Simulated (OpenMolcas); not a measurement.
## Ir7+: effect of the active space

| Item | Value |
| --- | --- |
| Program | OpenMolcas |
| Method | CASSCF or its RAS form |
| Basis | ANO-RCC-VQZP |
| Scalar Hamiltonian | DKH2, point nucleus |
| Spin-orbit coupling | state interaction with AMFI integrals over the reference wave functions, term energies averaged over their components |

A. 2 electrons in 5 orbitals (5d); 2S+1 = 3 even, 10 roots; 2S+1 = 1 even, 15 roots; cost of the order of 10 core-seconds
B. 8 electrons in 8 orbitals (RAS1 5p, at most 2 holes; RAS2 5d); 2S+1 = 3 even, 10 roots; 2S+1 = 1 even, 15 roots; cost about 40 core-seconds
C. 2 electrons in 10 orbitals (5d 6d); 2S+1 = 3 even, 10 roots; 2S+1 = 1 even, 15 roots; cost roughly 23 core-seconds

Energies in cm⁻¹ above 5d² ³F₂, the measured ground level; measured values from van het Hof, Joshi, Wyart and Sugar, J. Res. Natl. Inst. Stand. Technol. 100, 687 (1995).

```tsv
Level	A	B	C	Measured
5d² ³F₂	0.0	0.0	0.0	0.0
5d² ³F₃	12021	12628	12072	12672
5d² ³P₀	19787	19040	19837	17254
5d² ³F₄	21391	22269	21441	21615
5d² ³P₁	27164	27066	27150	25221
5d² ¹G₄	38038	39228	37975	36253
5d² ³P₂ [55 %]	40544	40832	40500	38878
5d² ¹S₀	71299	68040	70684	65022
```

Deviations, from unrounded energies. A percentage is the sum of absolute deviations over the sum of measured energies, with the sign that they share, or ± where signs differ.

```tsv
Against measurement	Levels	A	B	C
mean absolute deviation (cm-1)	7	2200	1800	2000
fine structure of the ground term (%)	2	-2.6	±2.0	-2.3
other terms of the ground configuration (%)	5	+7.8	+6.3	+7.4
```

B lies closest to measurement on these levels and A furthest from it. The largest miss of B in the table is 5d² ¹S₀, by +3000 cm-1. The ranking rests on the paired levels alone, and a cruder setting can come out closer through cancelling errors.

Among A to C the level of the table that moves most is 5d² ¹S₀, by 3300 cm-1 (lowest in B, highest in A).

Without dynamic correlation excited terms often stand tens of per cent too high (terms of higher spin than the ground term too low), and those without a measured partner can miss by more than the paired ones. Active for correlation alone: 5p; no level in the range computed is led by a configuration that opens it, so any true level of that kind is missing (holds for B). Active for correlation alone: 6d; no level in the range computed is led by a configuration that fills it, so any true level of that kind is missing (holds for C). Computed and measured levels are paired by configuration, term and J; levels that our copy of the source lacks, or whose pairing is in doubt (as where it misses far off the trend of its configuration), stay unpaired and out of the deviations. Only configurations of the active space appear. Levels that lie high or do not pair safely by name in every column are left out.

A share in square brackets marks a mixed level and gives the weight of the term that names it, the lowest over the columns.
